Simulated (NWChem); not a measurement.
A series in which one site is exchanged, each optimised at PBE0/def2-SVP with NWChem, gas phase unless a solvent is named. For some, no frequency run checked for a minimum. def2 effective core potentials on In; no spin-orbit coupling.

A: [CH3][In]([Cl])[Br] (CH3BrClIn; site = Br)
B: [CH3][In]([F])[Cl] (CH3ClFIn; site = F)
C: [CH3][InH][Cl] (CH$_{4}$ClIn; site = H)
D: [CH3][In]([Cl])[Cl] (CH$_{3}$Cl$_{2}$In; site = Cl)

Rank them by lowest singlet excitation, PBE0/def2-SVPD, TDA (eV), lowest first.

C (4.95), A (5.12), D (5.58), B (5.71)
